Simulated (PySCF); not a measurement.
This PySCF input asks for the NMR shieldings of `C1=NN(C2CCCC2)CC1`, C$_{8}$H$_{14}$N$_{2}$; the geometry comes from GFN2-xTB.

```python
import basis_set_exchange as bse
import numpy as np
from pyscf import gto, dft
from pyscf.prop import nmr

atoms = """
C     2.266562    1.285777    0.151557
N     1.107645    0.954759    0.552099
N     0.897610   -0.363172    0.374762
C    -0.461474   -0.817295    0.202270
C    -1.326521   -0.366613    1.396921
C    -2.580752    0.261420    0.790683
C    -2.068474    0.862540   -0.513265
C    -1.153671   -0.232405   -1.052610
C     1.975485   -0.961298   -0.425705
C     3.044440    0.139896   -0.453911
H     2.645681    2.280549    0.281932
H    -0.406275   -1.908504    0.139371
H    -1.556032   -1.193232    2.067040
H    -0.766591    0.385835    1.950797
H    -3.326361   -0.507236    0.577083
H    -3.029249    1.002584    1.450021
H    -2.866976    1.121193   -1.207528
H    -1.481052    1.755391   -0.297901
H    -1.743507   -1.006454   -1.545993
H    -0.425502    0.151867   -1.766992
H     2.315995   -1.878337    0.060564
H     1.617127   -1.211369   -1.432231
H     3.402019    0.372173   -1.457987
H     3.908141   -0.108306    0.166578
"""
names = dict.fromkeys(["C", "N", "H"], "pcSseg-1")
basis = {el: gto.basis.parse(bse.get_basis(n, elements=[el], fmt="nwchem")) for el, n in names.items()}
mol = gto.M(atom=atoms, basis=basis, charge=0, verbose=0)
mf = dft.RKS(mol, xc="PBE0")
mf.grids.level = 2
mf.grids.alignment = dft.numint.BLKSIZE   # the property module wants whole blocks of grid points
mf.conv_tol = 1e-9
mf.kernel()

calc = nmr.RKS(mf)   # GIAO
C = mf.mo_coeff
Co = C[:, mf.mo_occ > 0]
resp = mf.gen_response(singlet=True, hermi=2)
def vind(x):   # induced exchange potential for any number of trial vectors
    d = np.einsum("pi,xij,qj->xpq", C, 2 * x.reshape(-1, C.shape[1], Co.shape[1]), Co, optimize=True)
    return np.einsum("xpq,pi,qj->xij", resp(d - d.transpose(0, 2, 1)), C, Co, optimize=True).ravel()
mo1, _ = nmr.rhf.solve_mo1(calc, with_cphf=vind)
sigma = calc.kernel(mo1)
for i, s in enumerate(sigma):   # ppm
    w = np.linalg.eigvalsh((s + s.T) / 2)
    print("%2d %-2s iso %8.1f  s11 %8.1f  s22 %8.1f  s33 %8.1f" % (i, mol.atom_pure_symbol(i), w.mean(), *w))
```

Problem. What does it print?

Solution. 
```
 0 C  iso     51.9  s11    -43.1  s22     86.6  s33    112.2
 1 N  iso   -117.4  s11   -419.0  s22   -112.5  s33    179.2
 2 N  iso    103.6  s11     34.3  s22     70.7  s33    205.7
 3 C  iso    124.1  s11     95.6  s22    129.6  s33    147.2
 4 C  iso    153.0  s11    123.0  s22    162.9  s33    173.1
 5 C  iso    156.1  s11    132.9  s22    163.6  s33    171.8
 6 C  iso    157.8  s11    136.3  s22    165.4  s33    171.7
 7 C  iso    155.3  s11    139.1  s22    158.4  s33    168.5
 8 C  iso    135.9  s11    102.3  s22    131.6  s33    173.7
 9 C  iso    150.4  s11    122.1  s22    156.2  s33    172.9
10 H  iso     25.6  s11     23.3  s22     25.5  s33     27.9
11 H  iso     28.2  s11     24.3  s22     27.6  s33     32.7
12 H  iso     29.6  s11     24.7  s22     27.9  s33     36.3
13 H  iso     29.1  s11     24.2  s22     28.8  s33     34.3
14 H  iso     30.5  s11     25.8  s22     27.9  s33     37.9
15 H  iso     29.8  s11     25.4  s22     26.8  s33     37.3
16 H  iso     30.2  s11     25.2  s22     27.3  s33     38.1
17 H  iso     30.1  s11     25.8  s22     28.5  s33     35.9
18 H  iso     30.5  s11     25.3  s22     28.5  s33     37.7
19 H  iso     30.2  s11     25.3  s22     29.9  s33     35.3
20 H  iso     28.1  s11     23.4  s22     27.0  s33     34.0
21 H  iso     28.7  s11     23.4  s22     29.6  s33     33.2
22 H  iso     28.9  s11     25.1  s22     26.6  s33     35.0
23 H  iso     28.9  s11     24.3  s22     26.5  s33     35.8
```

These numbers come from an equivalent density-fitted implementation of the same equations, which agrees with the script to about 0.01 ppm for H and up to a few tenths of a ppm for heavy atoms, so last digits may differ.

Problem. Turn these shieldings into chemical shifts. Referencing at the same level of theory: ¹³C (σ = 186.93 ppm) and ¹H (σ = 31.72 ppm) vs TMS; ¹⁵N (σ = 267.73 ppm) vs NH3.

Solution. Averaging equivalent atoms: C 0: 135.1; C 3: 62.8; C 8: 51.1; C 9: 36.5; C 4/7: 32.8; C 5/6: 30.0; N 1: 385.2; N 2: 164.2; H 10: 6.15; H 11: 3.51; H 20/21: 3.30; H 22/23: 2.82; H 13/19: 2.08; H 15/17: 1.76; H 12/18: 1.66; H 14/16: 1.36 ppm. Experimental scales use liquid or dissolved standards, which lie at an offset from isolated NH3 (liquid NH3: subtract about 20 ppm). Unscaled 15N shifts of sp2 nitrogen come out 20 to 40 ppm too high even then.

Size and cost of the density-fitted run: 240 basis functions, 27 s wall time on 1 thread of an AMD EPYC 9R45 96-Core, shared host; peak memory 1.1 GiB.
